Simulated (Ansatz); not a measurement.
Computed with Ansatz.

A structure relaxed at PBE0-D4/def2-TZVP, charge 0, multiplicity 1:

```json
{"atom": "C1", "x (Å)": "0.477", "y (Å)": "0.103", "z (Å)": "-1.620"}
{"atom": "Nb2", "x (Å)": "-0.523", "y (Å)": "0.055", "z (Å)": "0.300"}
{"atom": "N3", "x (Å)": "0.528", "y (Å)": "-1.143", "z (Å)": "1.456"}
{"atom": "O4", "x (Å)": "-2.022", "y (Å)": "-0.685", "z (Å)": "0.010"}
{"atom": "O5", "x (Å)": "-0.632", "y (Å)": "1.848", "z (Å)": "0.930"}
{"atom": "H6", "x (Å)": "-0.093", "y (Å)": "0.731", "z (Å)": "-2.313"}
{"atom": "H7", "x (Å)": "0.546", "y (Å)": "-0.899", "z (Å)": "-2.052"}
{"atom": "H8", "x (Å)": "1.487", "y (Å)": "0.515", "z (Å)": "-1.529"}
{"atom": "H9", "x (Å)": "0.240", "y (Å)": "-2.066", "z (Å)": "1.746"}
{"atom": "H10", "x (Å)": "1.370", "y (Å)": "-0.874", "z (Å)": "1.947"}
{"atom": "H11", "x (Å)": "-1.378", "y (Å)": "2.415", "z (Å)": "1.126"}
```

(1) Give its formula and SMILES.

(2) Summarise the bond lengths by kind.

Results:

(1) CH6NNbO2, `[CH3][Nb]([NH2])(=[O])[OH]`.

(2) 1 × C–Nb 2.165 Å; 3 × C–H 1.093 to 1.095 Å; 1 × N–Nb 1.968 Å; 2 × Nb–O 1.697 to 1.903 Å; 2 × H–N 1.010 to 1.011 Å; 1 × H–O 0.958 Å.
